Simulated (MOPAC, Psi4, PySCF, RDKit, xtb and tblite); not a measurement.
Relaxed torsion scan: C₁₀H₁₀O₂, SMILES C=Cc1cccc(C(=O)OC)c1. Scanned: dihedral C1–C2–C3–C4; all other coordinates were relaxed at GFN2-xTB. Points at φ and −φ are mirror images.

Atom numbering (GFN2-xTB optimised geometry, Å):
```
22

C     -0.7843    -3.0754    -2.1204
C     -1.6522    -2.1736    -1.6783
C     -1.3462    -0.9965    -0.8727
C     -2.3847    -0.1360    -0.5073
C     -2.1458     0.9934     0.2548
C     -0.8633     1.2949     0.6742
C      0.1855     0.4487     0.3210
C      1.5826     0.7147     0.7394
O      2.5246     0.0140     0.4581
O      1.6990     1.8322     1.4751
C      3.0112     2.1487     1.9114
C     -0.0582    -0.6847    -0.4451
H     -1.1051    -3.9155    -2.7122
H      0.2707    -3.0181    -1.9161
H     -2.7016    -2.2900    -1.9216
H     -3.3926    -0.3595    -0.8282
H     -2.9662     1.6427     0.5235
H     -0.6666     2.1727     1.2687
H      2.9322     3.0818     2.4634
H      3.3998     1.3548     2.5529
H      3.6789     2.2637     1.0548
H      0.7820    -1.3130    -0.6954
```

- PM3, restricted, heats of formation // GFN2-xTB (MOPAC)
- MMFF94 // GFN2-xTB (RDKit)
- RKS-B3LYP/6-31G* = restricted B3LYP/6-31G*, spherical d, density fitting // GFN2-xTB run with PySCF
- RKS-B3LYP/6-311+G** = restricted B3LYP/6-311+G**, spherical d, density fitting // GFN2-xTB (PySCF 2.14.0)
- GFN2-xTB (xtb and tblite)
- PBE-D3(BJ)/def2-SVP // GFN2-xTB (Psi4)

Energies in kcal/mol, each method relative to its own lowest point.

```json
[
 {"φ / °": "-160", "PM3": "0.0", "MMFF94": "0.1", "RKS-B3LYP/6-31G*": "0.2", "RKS-B3LYP/6-311+G**": "0.2", "GFN2-xTB": "0.1", "PBE-D3(BJ)/def2-SVP": "0.4"},
 {"φ / °": "-140", "PM3": "0.1", "MMFF94": "0.2", "RKS-B3LYP/6-31G*": "1.1", "RKS-B3LYP/6-311+G**": "1.0", "GFN2-xTB": "0.6", "PBE-D3(BJ)/def2-SVP": "1.5"},
 {"φ / °": "-120", "PM3": "0.7", "MMFF94": "0.6", "RKS-B3LYP/6-31G*": "2.8", "RKS-B3LYP/6-311+G**": "2.5", "GFN2-xTB": "1.9", "PBE-D3(BJ)/def2-SVP": "3.4"},
 {"φ / °": "-100", "PM3": "1.0", "MMFF94": "1.1", "RKS-B3LYP/6-31G*": "4.3", "RKS-B3LYP/6-311+G**": "3.8", "GFN2-xTB": "3.2", "PBE-D3(BJ)/def2-SVP": "5.1"},
 {"φ / °": "-80", "PM3": "0.9", "MMFF94": "1.1", "RKS-B3LYP/6-31G*": "4.3", "RKS-B3LYP/6-311+G**": "3.8", "GFN2-xTB": "3.2", "PBE-D3(BJ)/def2-SVP": "5.1"},
 {"φ / °": "-60", "PM3": "0.6", "MMFF94": "0.4", "RKS-B3LYP/6-31G*": "2.8", "RKS-B3LYP/6-311+G**": "2.4", "GFN2-xTB": "2.0", "PBE-D3(BJ)/def2-SVP": "3.4"},
 {"φ / °": "-40", "PM3": "0.1", "MMFF94": "0.0", "RKS-B3LYP/6-31G*": "1.1", "RKS-B3LYP/6-311+G**": "0.9", "GFN2-xTB": "0.7", "PBE-D3(BJ)/def2-SVP": "1.5"},
 {"φ / °": "-20", "PM3": "0.0", "MMFF94": "0.1", "RKS-B3LYP/6-31G*": "0.2", "RKS-B3LYP/6-311+G**": "0.1", "GFN2-xTB": "0.1", "PBE-D3(BJ)/def2-SVP": "0.4"},
 {"φ / °": "0", "PM3": "0.1", "MMFF94": "0.3", "RKS-B3LYP/6-31G*": "0.0", "RKS-B3LYP/6-311+G**": "0.0", "GFN2-xTB": "0.1", "PBE-D3(BJ)/def2-SVP": "0.1"},
 {"φ / °": "20", "PM3": "0.0", "MMFF94": "0.1", "RKS-B3LYP/6-31G*": "0.2", "RKS-B3LYP/6-311+G**": "0.1", "GFN2-xTB": "0.1", "PBE-D3(BJ)/def2-SVP": "0.4"},
 {"φ / °": "40", "PM3": "0.1", "MMFF94": "0.0", "RKS-B3LYP/6-31G*": "1.1", "RKS-B3LYP/6-311+G**": "0.9", "GFN2-xTB": "0.7", "PBE-D3(BJ)/def2-SVP": "1.5"},
 {"φ / °": "60", "PM3": "0.6", "MMFF94": "0.4", "RKS-B3LYP/6-31G*": "2.8", "RKS-B3LYP/6-311+G**": "2.4", "GFN2-xTB": "2.0", "PBE-D3(BJ)/def2-SVP": "3.4"},
 {"φ / °": "80", "PM3": "0.9", "MMFF94": "1.1", "RKS-B3LYP/6-31G*": "4.3", "RKS-B3LYP/6-311+G**": "3.8", "GFN2-xTB": "3.2", "PBE-D3(BJ)/def2-SVP": "5.1"},
 {"φ / °": "100", "PM3": "1.0", "MMFF94": "1.1", "RKS-B3LYP/6-31G*": "4.3", "RKS-B3LYP/6-311+G**": "3.8", "GFN2-xTB": "3.2", "PBE-D3(BJ)/def2-SVP": "5.1"},
 {"φ / °": "120", "PM3": "0.7", "MMFF94": "0.6", "RKS-B3LYP/6-31G*": "2.8", "RKS-B3LYP/6-311+G**": "2.5", "GFN2-xTB": "1.9", "PBE-D3(BJ)/def2-SVP": "3.4"},
 {"φ / °": "140", "PM3": "0.1", "MMFF94": "0.2", "RKS-B3LYP/6-31G*": "1.1", "RKS-B3LYP/6-311+G**": "1.0", "GFN2-xTB": "0.6", "PBE-D3(BJ)/def2-SVP": "1.5"},
 {"φ / °": "160", "PM3": "0.0", "MMFF94": "0.1", "RKS-B3LYP/6-31G*": "0.2", "RKS-B3LYP/6-311+G**": "0.2", "GFN2-xTB": "0.1", "PBE-D3(BJ)/def2-SVP": "0.4"},
 {"φ / °": "180", "PM3": "0.1", "MMFF94": "0.3", "RKS-B3LYP/6-31G*": "0.0", "RKS-B3LYP/6-311+G**": "0.0", "GFN2-xTB": "0.0", "PBE-D3(BJ)/def2-SVP": "0.0"}
]
```

Root-mean-square difference from the PBE-D3(BJ)/def2-SVP profile, itself a level with limits, after the best constant shift (kcal/mol): PM3 1.5, MMFF94 1.5, RKS-B3LYP/6-31G* 0.3, RKS-B3LYP/6-311+G** 0.5, GFN2-xTB 0.7.
